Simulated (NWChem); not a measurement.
Species: MoSOCl2; SMILES [Mo]([Cl])([Cl])(=[O])=[S]

```xyz
5

Mo     0.0326     0.2092     0.0000
O      0.1220     1.8616     0.0000
S      2.0027    -0.5139     0.0000
Cl    -1.0019    -0.4785    -1.8781
Cl    -1.0019    -0.4785     1.8781
```
Atoms are numbered in this order, from 1.

Level: PBE0/def2-SVP with def2 effective core potentials on Mo (NWChem), optimised geometry, unscaled harmonic frequencies. def2 effective core potentials on Mo; no spin-orbit coupling.

```csv
frequency (cm⁻¹),IR intensity (km/mol)
115,0.4
151,0.0
154,0.7
223,1.8
289,1.3
414,27.0
446,85.0
590,57.5
1069,146.2
```

| Item | Value |
|---|---|
| zero-point energy | 4.9 kcal/mol |
| thermal correction to the enthalpy at 298.15 K (with zero-point energy) | 9.6 kcal/mol |
| heat capacity Cv | 19.4 cal/(mol K) |
| entropy at 298.15 K and 1 atm (symmetry number 1) | 85.1 cal/(mol K) |

Rigid rotor and harmonic oscillator.
